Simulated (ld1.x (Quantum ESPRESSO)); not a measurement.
BLYP PAW dataset for W (Z = 74), non-relativistic all-electron reference.

W (Z = 74), PAW, made with ld1.x (Quantum ESPRESSO) 7.5 (BLYP, non-relativistic). Core [Kr] 4d10 4f14, reference 5s2 5p6 5d4 6s1 6p0 (charge +1). Waves: 5s (bound): rcut 1.65, rcutus 1.80 bohr; 6s (bound): rcut 1.65, rcutus 1.80 bohr; 5p (bound): rcut 1.85, rcutus 2.10 bohr; 6p (bound, empty): rcut 1.85, rcutus 2.10 bohr; 5d (bound): rcut 2.30, rcutus 2.65 bohr; 5d channel at -0.45 Ry: rcut 2.30, rcutus 2.65 bohr. Local part: all-electron potential smoothed inside 2.20 bohr (lloc = -1). Core correction: Bessel-smoothed model core inside 0.95 bohr. Augmentation charge: BG, radius 1.15 bohr.

All-electron outer shells of the reference configuration (BLYP, non-relativistic, ld1.x):

```
shell  level (eV)  outermost node (bohr)  outermost maximum (bohr)
   5s      -71.98                   0.58                      1.05
   4f      -48.80                      –                      0.42
   5p      -47.70                   0.59                      1.13
   5d      -12.60                   0.63                      1.47
   6s      -10.69                   1.40                      2.81
   6p       -6.67                   1.58                      3.48
```

What the tests gave:

```json
{"Configuration tests": "test run stopped at test 1 of 7 (negative rho)", "Lowest eigenvalue of the overlap operator": "-0.12 (s channel); it is negative, so in a basis up to 400 Ry S is not positive definite and the file is unfit for use"}
```

The ghost test of this file was not conclusive. Its overlap operator is not positive definite in a basis up to 400 Ry (lowest eigenvalue s -0.12), so the file is unfit for use: the generalised eigenproblem breaks down once the basis is large enough, and its test numbers describe a broken file.

Generation and tests took about 0.95 s on one core of a shared server CPU.
